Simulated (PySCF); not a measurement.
# Bonding in `C#C[SiH2][C@H]([SiH3])S(C)(=O)=O`

Species: C4H10O2SSi2.
SMILES with atom numbers: `[CH:1]#[C:2][SiH2:3][C@H:4]([SiH3:5])[S:6]([CH3:7])(=[O:8])=[O:9]` (hydrogens: H10 on C1; H11, H12 on Si3; H13 on C4; H14, H15, H16 on Si5; H17, H18, H19 on C7)

Geometry (GFN2-xTB, Å), atoms numbered from 1 in this order:
```
atom  x, y, z in Å
C1     3.8782    1.1766   -0.4466
C2     2.6880    1.3262   -0.5246
Si3    0.8589    1.6106   -0.6471
C4     0.1014   -0.0508   -0.1010
Si5    0.5482   -1.6337   -1.0488
S6    -1.6039    0.1836   -0.4922
C7    -2.5858   -0.6414    0.8021
O8    -1.8486   -0.5040   -1.7374
O9    -1.9294    1.5888   -0.4539
H10    4.9191    1.0351   -0.3795
H11    0.5206    1.9044   -2.0369
H12    0.4980    2.6614    0.3073
H13    0.1662   -0.1678    0.9766
H14    0.6552   -1.3936   -2.4785
H15    1.8556   -2.0250   -0.5034
H16   -0.4128   -2.6872   -0.7108
H17   -3.6300   -0.5463    0.5307
H18   -2.3936   -0.1436    1.7441
H19   -2.2952   -1.6838    0.8346
```

Bond orders from the PBE0/pcSseg-1 density (PySCF). The structure is a single GFN2-xTB conformer in the gas phase; no vibrational or solvent corrections.

Where do the orders between heavy atoms depart from those drawn in the SMILES?

The largest departure is 0.436, at C1–C2 (drawn triple, 2.564). Drawn single, order below 0.88: Si3–C4 (0.777) and C4–Si5 (0.785). Drawn double or triple, more than 0.30 short of the drawn order: C1–C2 (2.564), S6–O8 (1.650) and S6–O9 (1.682).

Set the Mayer orders of the bonds beside their lengths.

| bond | drawn as | length (Å) | Mayer order |
| --- | --- | --- | --- |
| C1–C2 | triple | 1.202 | 2.564 |
| C2–Si3 | single | 1.855 | 0.883 |
| Si3–C4 | single | 1.906 | 0.777 |
| C4–Si5 | single | 1.898 | 0.785 |
| C4–S6 | single | 1.765 | 0.908 |
| S6–C7 | single | 1.822 | 0.890 |
| S6–O8 | double | 1.443 | 1.650 |
| S6–O9 | double | 1.443 | 1.682 |
| C1–H10 | single | 1.053 | 1.090 |
| Si3–H11 | single | 1.460 | 0.966 |
| Si3–H12 | single | 1.465 | 0.953 |
| C4–H13 | single | 1.086 | 0.907 |
| Si5–H14 | single | 1.454 | 0.959 |
| Si5–H15 | single | 1.470 | 0.931 |
| Si5–H16 | single | 1.465 | 0.942 |
| C7–H17 | single | 1.083 | 0.941 |
| C7–H18 | single | 1.083 | 0.938 |
| C7–H19 | single | 1.083 | 0.937 |

Bonds between the same two heavy elements. C–Si: lowest Si3–C4 (0.777, 1.906 Å), highest C2–Si3 (0.883, 1.855 Å). C–S: all 2 within 0.02 of one another (0.890 to 0.908). O–S: lowest S6–O8 (1.650, 1.443 Å), highest S6–O9 (1.682, 1.443 Å).

Sum the orders of all bonds at each heavy atom with more than one neighbour and set the sums beside the valence in the SMILES.

C1 3.654 (drawn 4), C2 3.447 (drawn 4), Si3 3.579 (drawn 4), C4 3.377 (drawn 4), Si5 3.617 (drawn 4), S6 5.130 (drawn 6), C7 3.706 (drawn 4). Orders between atoms that aren't bonded are not in these sums.

For a closed shell the Mayer order of atoms A and B is Σ (PS)μν (PS)νμ over the basis functions μ on A and ν on B, with P the density and S the overlap matrix.
